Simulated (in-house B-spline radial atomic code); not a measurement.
## wB97X excitations of the selenium ion Se⁶⁺

Method: wB97X. Computed with an all-electron radial atomic-structure program (B-spline basis): linear response of the closed shell [Ar] 3d10 with the functional's adiabatic kernel; scalar-relativistic (spin-free one-electron X2C), finite nucleus, no spin-orbit coupling, no double excitations, S, P, D and F terms only. Only terms of natural parity with L up to 3 were computed.

Command:
```bash
python run_td.py task.json out
```
Settings (radii: box in bohr, nucleus in fm):
```
Z                        34
electrons                28
configuration            [Ar] 3d10
hamiltonian              x2c
method                   wb97x
box_radius               14.35
rms_radius               4.14
intervals                70
```

Cost of the run: 1.3 s on 1 thread of Intel(R) Xeon(R) 6975P-C (Granite Rapids), with other jobs on the host.

The lowest states, in the order of their Tamm-Dancoff energies; the method's threshold (minus the highest occupied level) is 146.25 eV. Labels give the largest channel, * marks a mixed state, and oscillator strengths are full-response dipole values. Semilocal kernels can invert the small singlet-triplet splittings of Rydberg terms. Energies in eV:

```json
{"state": "3d → 4s 3D", "full response": "52.73", "Tamm-Dancoff": "52.76", "oscillator strength": "-"}
{"state": "3d → 4s 1D", "full response": "53.30", "Tamm-Dancoff": "53.32", "oscillator strength": "-"}
{"state": "3d → 4p 3P", "full response": "?", "Tamm-Dancoff": "?", "oscillator strength": "-"}
{"state": "3d → 4p 3F", "full response": "67.93", "Tamm-Dancoff": "67.96", "oscillator strength": "-"}
{"state": "3d → 4p 1F", "full response": "68.22", "Tamm-Dancoff": "68.25", "oscillator strength": "-"}
{"state": "3d → 4p 1P", "full response": "69.38", "Tamm-Dancoff": "69.47", "oscillator strength": "0.583"}
{"state": "3d → 4d 3S", "full response": "89.21", "Tamm-Dancoff": "89.28", "oscillator strength": "-"}
{"state": "3d → 4d 3D", "full response": "90.28", "Tamm-Dancoff": "90.30", "oscillator strength": "-"}
{"state": "3d → 4d 1D", "full response": "90.94", "Tamm-Dancoff": "90.97", "oscillator strength": "-"}
{"state": "3d → 4d 1S", "full response": "95.89", "Tamm-Dancoff": "96.55", "oscillator strength": "-"}
{"state": "3d → 5s 3D", "full response": "?", "Tamm-Dancoff": "?", "oscillator strength": "-"}
{"state": "3d → 5s 1D", "full response": "97.72", "Tamm-Dancoff": "97.72", "oscillator strength": "-"}
{"state": "3d → 5p 3P", "full response": "102.97", "Tamm-Dancoff": "102.98", "oscillator strength": "-"}
{"state": "3d → 5p 3F", "full response": "103.14", "Tamm-Dancoff": "103.15", "oscillator strength": "-"}
{"state": "3d → 5p 1F", "full response": "103.38", "Tamm-Dancoff": "103.39", "oscillator strength": "-"}
{"state": "3d → 5p 1P", "full response": "103.71", "Tamm-Dancoff": "103.73", "oscillator strength": "0.0992"}
```

Where does 3d → 4p 3P lie?

At 67.69 eV in full response, 67.74 eV in Tamm-Dancoff.

Where does 3d → 5s 3D lie?

At 97.40 eV in full response, 97.40 eV in Tamm-Dancoff.

How large is the singlet-triplet splitting of 3d → 4s (D terms) in Tamm-Dancoff?

0.565 eV, from the unrounded values.

What polarisabilities and dispersion coefficient does the method give?

Dipole 0.382 bohr³, quadrupole 0.3572 bohr⁵, C6 0.5598 hartree·bohr⁶ for two such species.
